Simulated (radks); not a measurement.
The numbers below are computed, except where a source is named.
The rubidium ion Rb2+, 35 electrons, occupied as [Ar] 3d10 4s2 4p5. Level of theory: scalar-relativistic Kohn-Sham, Wu-Cohen GGA, spin-polarised, spherical densities, finite nucleus; open shells are filled with parallel spins first (spin-orbit coupling, left out, can overturn this in heavy ions); Fermi nuclear charge, rms radius 4.2036 fm (a radial shooting solver on a logarithmic mesh with Libxc functionals).

Local quantities along the radius. ELF = 1/(1 + alpha^2) is the electron localisation function; alpha = (tau - tau_W)/tau_unif compares the Pauli kinetic energy density with that of the uniform gas (summed over spins); s = |grad rho|/(2 (3 pi^2)^(1/3) rho^(4/3)) is the reduced gradient; r v_xc is r times the local exchange-correlation potential of spin up (hartree bohr). tau is taken from the large components.

r (bohr),ELF,alpha,s,r v_xc
0.002798,1.000,0.02111,0.5004,-0.1229
0.003732,0.999,0.02271,0.4815,-0.1485
0.004938,0.999,0.02534,0.4734,-0.1800
0.006587,0.999,0.02976,0.4751,-0.2198
0.008785,0.999,0.03721,0.4873,-0.2673
0.01172,0.997,0.05036,0.5118,-0.3217
0.01563,0.994,0.07550,0.5512,-0.3801
0.02084,0.984,0.1287,0.6086,-0.4373
0.0278,0.939,0.2545,0.6828,-0.4862
0.03708,0.755,0.5692,0.7466,-0.5212
0.04906,0.420,1.176,0.7020,-0.5453
0.06543,0.305,1.511,0.4610,-0.5770
0.08727,0.514,0.9715,0.2912,-0.6922
0.1164,0.753,0.5724,0.3531,-0.8272
0.1552,0.746,0.5833,0.5189,-0.8796
0.2071,0.407,1.207,0.6080,-0.8529
0.2762,0.286,1.579,0.3109,-0.8626
0.3683,0.638,0.7537,0.2324,-1.082
0.4874,0.779,0.5325,0.4265,-1.175
0.65,0.624,0.7757,0.7172,-1.073
0.867,0.228,1.839,0.8228,-0.8975
1.156,0.402,1.220,0.4667,-0.9292
1.542,0.814,0.4786,0.6364,-1.000
2.057,0.783,0.5266,1.185,-0.8998
2.744,0.426,1.160,2.485,-0.5378
3.659,0.052,4.271,6.277,-0.4415
4.842,0.001,27.55,21.24,-0.2046

On this mesh the ELF has minima near r = 0.065, 0.24, 1.0 bohr, which separate the shells, and maxima near 0.13 (0.78), 0.49 (0.78), 1.8 (0.83).
